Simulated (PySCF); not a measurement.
Run record: geometry optimisation, CF3CH2OPh, `FC(F)(F)COc1ccccc1`.

Computed with PBE0-D3(BJ)/def2-SVP geometry optimisation, gas phase (PySCF 2.14.0). Start geometry: GFN2-xTB. The input is one job of a driver script: a line of settings, then coordinates in Å.

Input:
```
{"job": {"xc": "PBE0", "basis": "def2-SVP", "d3": "d3bj", "grid": 1, "kind": "geom"}, "charge": 0, "multiplicity": 1}
F      2.634110     0.211202     2.095128
C      2.646046     0.452856     0.782879
F      3.920842     0.709269     0.440539
F      1.967027     1.589380     0.587511
C      2.109167    -0.733575    -0.030700
O      0.872537    -1.181026     0.425190
C     -0.292363    -0.540400     0.050543
C     -1.439965    -1.017589     0.679674
C     -2.672562    -0.477099     0.376875
C     -2.777858     0.539620    -0.559597
C     -1.638547     1.008840    -1.184542
C     -0.393354     0.477081    -0.885850
H      2.809781    -1.560723     0.125297
H      2.109664    -0.452583    -1.091004
H     -1.334869    -1.810832     1.402328
H     -3.554434    -0.850006     0.875216
H     -3.741616     0.963047    -0.797246
H     -1.706797     1.801594    -1.914392
H      0.473388     0.880196    -1.385312
```

Output:
```
step   0  E = -682.60369243  max force = 0.010929
step   1  E = -682.60583300  max force = 0.005889
step   2  E = -682.60596667  max force = 0.002239
step   3  E = -682.60607253  max force = 0.003112
step   4  E = -682.60620079  max force = 0.001505
step   5  E = -682.60628667  max force = 0.001429
step   6  E = -682.60635024  max force = 0.001719
step   7  E = -682.60636303  max force = 0.001290
step   8  E = -682.60638169  max force = 0.000432
step   9  E = -682.60638943  max force = 0.000162
optimisation converged
```

Energies in Eh; «max force» is the largest Cartesian gradient component in Eh/bohr.

**Question.** How much energy does the optimisation release, in eV?

**Answer.** E(step 0) − E(last step) = 0.002697 Eh, which is 0.073 eV.

**Question.** Give the first gradient maximum in eV/Å.

**Answer.** With 1 Eh/bohr = 51.422 eV/Å, 0.562 eV/Å.

Main results: final energy -682.60639 Eh after 9 steps; dipole 1.79 D.

**Question.** Give the final coordinates.

**Answer.** 0.222 Å rms from the input after alignment:
```
atom  x, y, z in Å
F1     3.0428    0.2166    1.9156
C2     2.8328    0.4012    0.6166
F3     4.0203    0.4792    0.0075
F4     2.2217    1.5796    0.4693
C5     2.0392   -0.7436    0.0140
O6     0.8378   -0.9677    0.6760
C7    -0.3279   -0.4341    0.2147
C8    -1.4936   -0.9856    0.7569
C9    -2.7376   -0.5168    0.3536
C10   -2.8355    0.5009   -0.5974
C11   -1.6718    1.0470   -1.1299
C12   -0.4147    0.5922   -0.7283
H13    2.6564   -1.6471    0.1315
H14    1.9102   -0.5535   -1.0641
H15   -1.3938   -1.7858    1.4925
H16   -3.6414   -0.9552    0.7834
H17   -3.8132    0.8684   -0.9152
H18   -1.7317    1.8534   -1.8648
H19    0.4800    1.0670   -1.1296
```

Cost: about 6 min of CPU time on one thread; the machine was shared, so the figure is rough.
Labels such as C1 count atoms from 1, the log's own numbers from 0.
